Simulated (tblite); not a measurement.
C₈H₁₁ (doublet state).
Geometry (GFN2-xTB, Å), atoms numbered from 1 in this order:
```
atom  x, y, z in Å
C1     2.1322   -0.4576    1.3681
C2     0.9214   -0.7540    1.0238
C3    -0.1037   -0.5626   -0.0057
C4    -0.6331   -1.9160   -0.4870
C5     0.5147    0.2503   -1.1235
C6     0.1158    1.5112   -1.0992
C7    -0.8660    1.7759    0.0018
C8    -1.2290    0.3714    0.5077
H9     2.5600   -0.8163    2.2944
H10    2.8134    0.1596    0.7778
H11    0.1879   -2.5451   -0.8241
H12   -1.3251   -1.7722   -1.3140
H13   -1.1498   -2.4268    0.3222
H14    1.2347   -0.1903   -1.7902
H15    0.4434    2.2947   -1.7620
H16   -1.7389    2.3274   -0.3517
H17   -0.3930    2.3742    0.7860
H18   -1.3159    0.3319    1.5924
H19   -2.1788    0.0535    0.0758
```

All values are computed: GFN2-xTB (tblite) harmonic vibrations without scaling, gas phase. Errors from tens to a few hundred cm⁻¹ against measured bands are possible. One conformer, not necessarily the lowest. Open shells enter through the occupations alone, without spin polarisation, and single modes of such species can be off by tens of per cent.

Harmonic wavenumbers (cm⁻¹): 40.8, 85.2, 154.4, 204.9, 246.9, 279.3, 318.1, 376.1, 468.8, 502.7, 607.1, 700.7, 767.7, 783.7, 847.9, 861.0, 864.8, 914.8, 952.4, 966.1, 992.6, 1004.2, 1052.4, 1099.1, 1103.3, 1144.2, 1172.9, 1196.2, 1216.9, 1261.4, 1290.5, 1318.6, 1380.7, 1399.2, 1467.3, 1484.7, 1492.0, 1498.1, 1671.8, 1801.5, 2854.6, 2940.3, 2977.4, 2987.1, 3010.2, 3029.6, 3030.8, 3032.9, 3038.3, 3099.4, 3126.4.

A = 2766, B = 1969, C = 1628 MHz; mass 107.086 u (most abundant isotopes); point group C1, symmetry number 1; spin multiplicity 2.

Problem. Zero-point energy?

Solution. ½Σν̃ = 35059 cm⁻¹ = 419.40 kJ/mol.

Problem. Entropy at 298.15 K, 1 bar (ideal gas, RRHO, classical rotation)?

Solution. Translation 167.14, rotation 117.09, vibration 98.52, spin (R ln 2) 5.76: S = 388.5 J/(mol K).

Problem. And Cp and H(298.15 K) − H(0)?

Solution. Cp = 144.89 J/(mol K), of which vibrations give 111.64 (their classical limit is 51 R = 424.0); H(298.15 K) − H(0) = 25.71 kJ/mol without the zero-point energy, 15.79 from vibrations.

Problem. Blend soft modes into free rotors: weight 1/[1 + (100 cm⁻¹/ν̃)⁴] for the oscillator and the rest for a rotor with moment μB/(μ + B), μ = h/(8π²ν), B = 10⁻⁴⁴ kg m². What vibrational entropy results?

Solution. 90.42 J/(mol K) in place of 98.52, which changes −T·S at 298.15 K by +2.41 kJ/mol.

Problem. How do the functions run with temperature in this model?

Solution. 
```
 T (K)  S (J/(mol K))  Cp (J/(mol K))  H − H(0) (kJ/mol)  G − H(0) (kJ/mol)  ln q(vib)
    50          241.5            49.2               2.01             -10.07       0.48
   100          281.4            68.1               4.94             -23.20       1.39
373.15          424.5           177.1              37.79            -120.62       7.10
   500          483.3           225.2              63.41            -178.24       9.93
   750          588.4           292.8             128.79            -312.51      15.55
  1000          679.1           337.0             207.87            -471.23      20.96
```

q(vib) and H(0) count from the zero-point level.

Problem. Which modes carry the vibrational entropy at 298.15 K?

Solution. 40.8 cm⁻¹: 21.84; 85.2 cm⁻¹: 15.76; 154.4 cm⁻¹: 10.95; 204.9 cm⁻¹: 8.74; 246.9 cm⁻¹: 7.33; 279.3 cm⁻¹: 6.43 J/(mol K); the other 45 give 27.46 together.

Problem. What must be added to the electronic energy to get the Gibbs energy at 298.15 K and 1 bar?

Solution. ZPE + [H(298.15 K) − H(0)] − T·S = 419.40 + 25.71 − 115.84 = 329.27 kJ/mol.

Hindered rotation and anharmonicity are outside this model. Other conformers, if any are populated, would add a mixing term that is left out. The structure is chiral; the term R ln 2 for an equal mix with its mirror image is left out.
